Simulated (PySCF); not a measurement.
# [C4H4O3S]+: g tensor and hyperfine couplings

Species: C4H4O3S (charge +1 and doublet state).
SMILES with atom numbers: `[CH2:1]=[C:2]1[C:3]([CH2+:4])[O:5][S:6]1(=[O:7])=[O:8]` (hydrogens: H9, H10 on C1; H11, H12 on C4)

Cartesian coordinates in Å at the GFN2-xTB level; atoms count from 1:
```
atom  x, y, z in Å
C1    -1.0304    1.2726    0.8211
C2    -0.4660    0.2472    0.2262
C3     0.8147   -0.2422   -0.2375
C4     2.0601    0.2527   -0.0114
O5     0.5399   -1.3104   -0.9857
S6    -1.1328   -1.2965   -0.6328
O7    -1.9179   -1.0220   -1.7625
O8    -1.4160   -2.2969    0.3156
H9    -0.5109    2.2083    1.0094
H10   -2.0681    1.2561    1.1289
H11    2.8961   -0.1236   -0.5855
H12    2.2324    1.0541    0.6883
```

The hyperfine couplings belong to this conformer and change with its torsions.

Method used: UKS B3LYP, pcH-1 on C H O S, non-relativistic, mean-field spin-orbit, GIAO in PySCF. The structure is a single GFN2-xTB conformer in the gas phase; no vibrational or solvent corrections. A GFN2-xTB geometry isn't a minimum of the functional, and hyperfine couplings can be far from their values at a DFT geometry, by a factor of two or more for some ions and for spin on atoms past the first row. The frame is twisted about the C1–C2 bond at this geometry (dihedral H9–C1–C2–C3 = 10°); couplings at other torsion angles weren't computed. The SCF solution wasn't tested for stability.

* g1, g2, g3: 2.00178, 2.00302, 2.00410
* g_iso: 2.00297
* Form of g: rhombic: the two nearest values differ by 47 % of g3 − g1
* ⟨S²⟩: 0.7589 (exact 0.7500)
* Total energy: -778.21528 Eh

Hyperfine couplings atom by atom, in mT; T1 to T3 are the principal values of the dipolar part (MHz turned into mT with g_iso):

```tsv
atom	isotope	a_iso	of which spin–orbit	T1	T2	T3	Mulliken spin population
C1	13C	0.49	0.00	-0.55	-0.51	1.07	0.19
C2	13C	-0.44	0.00	-0.22	0.01	0.20	-0.01
C3	13C	-0.62	0.00	-0.41	-0.20	0.61	0.07
C4	13C	1.72	0.00	-1.89	-1.87	3.76	0.65
O5	17O	-0.43	0.00	-1.70	0.83	0.87	0.13
S6	33S	0.05	0.00	-0.03	-0.02	0.05	0.00
O7	17O	-0.01	0.00	-0.21	0.09	0.12	0.01
O8	17O	-0.05	0.00	-0.48	0.23	0.25	0.03
H9	1H	-0.39	0.00	-0.16	-0.09	0.25	-0.01
H10	1H	-0.42	0.00	-0.26	-0.07	0.33	-0.01
H11	1H	-1.47	0.00	-0.85	-0.14	0.99	-0.03
H12	1H	-1.50	0.00	-0.85	-0.14	0.99	-0.03
```

Largest spin populations (Mulliken): C4 (+0.65), C1 (+0.19), O5 (+0.13) and C3 (+0.07). The angles at C4 add up to 359.9°, so it is planar; its axial dipolar tensor and the negative couplings of its protons fit spin in a p orbital normal to that plane.

C3, the radical centre as drawn in `C=C1[C]([CH2+])OS1(=O)=O`, holds a spin population of +0.07 out of 1.

Axes: g2 points within 8° of the C1–C2 bond and g3 points within 3° of the C3–C4 bond.

Under fast tumbling the dipolar parts average out, and these isotropic splittings remain: 1 × 1H (H12, I = 1/2, 2 lines) with 1.50 mT, 1 × 1H (H11, I = 1/2, 2 lines) with 1.47 mT, 1 × 1H (H10, I = 1/2, 2 lines) with 0.42 mT and 1 × 1H (H9, I = 1/2, 2 lines) with 0.39 mT.

H11 and H12 aren't averaged: C4 is flat or nearly so (angle sum 360°), and its turn about the short C4–C3 bond (1.36 Å) is taken as slow.

The 17O coupling of O5 (-12.1 MHz) shows only in satellite lines or after enrichment, since that isotope makes up about 0.038 % of natural oxygen.

The 13C coupling of C4 (48.3 MHz) shows only in satellite lines or after enrichment, since that isotope makes up about 1.07 % of natural carbon.
